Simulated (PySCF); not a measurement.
**Orbital energies and ionisation energy**

C₃H₅FSe.
Cartesian coordinates in Å at the PBE0-D3(BJ)/def2-SVP level; atoms count from 1:
```xyz
10
C3H5FSe angstrom
F      0.028   -1.462   -1.294
C      0.016   -0.208   -0.745
C      1.174    0.076    0.201
Se     0.000    1.276    1.244
C     -1.149    0.055    0.197
H      0.011    0.530   -1.564
H      2.076    0.530   -0.227
H      1.431   -0.810    0.800
H     -1.393   -0.835    0.795
H     -2.058    0.494   -0.235
```

Level: wB97X-D/def2-SVPD (PySCF). Frontier orbitals with their largest atomic shares (Löwdin; up to four atoms above 4 %):

```
orbital  ε (eV)                           main atoms
 HOMO−3  -11.83   F1 37 %, C3 16 %, C5 16 %, C2 16 %
 HOMO−2  -11.58   Se4 28 %, C3 25 %, C5 25 %, H7 7 %
 HOMO−1  -10.62  Se4 43 %, C5 14 %, C3 14 %, F1 13 %
   HOMO   -8.32                                    ?
   LUMO    0.95           Se4 68 %, C5 11 %, C3 11 %
 LUMO+1    1.67             Se4 75 %, C3 7 %, C5 7 %
 LUMO+2    2.28  Se4 47 %, H6 12 %, C2 10 %, H10 8 %
```

What vertical ionisation energy does ΔSCF give, and how far is −ε(HOMO) from it?

ΔSCF: 8.74 eV (843 kJ/mol; threshold wavelength 142 nm); ⟨S²⟩ of the doublet left behind is 0.754, against 0.75 for a pure doublet. −ε(HOMO) is 8.32 eV, 0.42 eV below it. For the exact functional −ε(HOMO) would equal the first vertical ionisation energy; wB97X-D (range-separated hybrid) falls short of its own ΔSCF value by 5 %.

On which atoms does the HOMO lie?

Se4 (selenium bonded to 2 C) 74 %, C3 (sp3 carbon bound to selenium) 9 %, C5 (sp3 carbon bound to selenium) 9 %, so more than half of it is on one atom. The HOMO−1 lies 2.30 eV lower.

What total energies stand behind the ΔSCF value?

E(N) = -2618.25446 Eh and E(N − 1) = -2617.93342 Eh at the same geometry, 0.32104 Eh apart.

Shift the occupied levels rigidly so that −ε(HOMO) equals the ΔSCF value. What binding energies result?

The shift is +0.42 eV: HOMO 8.74, HOMO−1 11.04, HOMO−2 12.00, HOMO−3 12.25 eV. A rigid shift is only a rough guide to the deeper ionisations.

How many of the 10 lowest singlet excitations (vertical TDDFT, same level) lie below the ionisation energy?

All 10; they run from 4.09 to 8.26 eV.

The structure is a single PBE0-D3(BJ)/def2-SVP conformer in the gas phase; no vibrational or solvent corrections. The calculation is non-relativistic, for selenium too.

Note: wB97X-D ran without an empirical dispersion term, which enters the total energy and its gradient alone.
